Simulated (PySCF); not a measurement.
Computed shifts of a molecule C₂H₇NSi₂, PBE/pcSseg-1 (PySCF), GIAO, gas phase, atoms alike by connectivity averaged where their shifts nearly agree, in ppm (number of nuclei): ¹⁵N: 30.2 (1). ²⁹Si: -22.1 (1), -40.7 (1). ¹³C: 182.4 (1), 166.9 (1). ¹H: 7.88 (1), 7.82 (1), 5.65 (1), 5.32 (1), 5.11 (1), 1.30 (1), 0.79 (1). References: ¹⁵N against NH3 (σ = 267.0 ppm); ²⁹Si against TMS (σ = 335.4 ppm); ¹³C against TMS (σ = 182.0 ppm); ¹H against TMS (σ = 31.49 ppm), references at their B3LYP-D3(BJ)/def2-TZVP geometries, non-relativistic. Geometry: PBE0-D3(BJ)/def2-SVP. One conformer was computed; it need not be the lowest.

Problem. Which molecule gave these data?
A. C1=N[SiH2]C[SiH2]1
B. N[Si@@H]1C=C[SiH2]1
C. C[Si@@H]1C=N[SiH2]1
D. [SiH3]C1=NC[SiH2]1

Solution. B, N[Si@@H]1C=C[SiH2]1
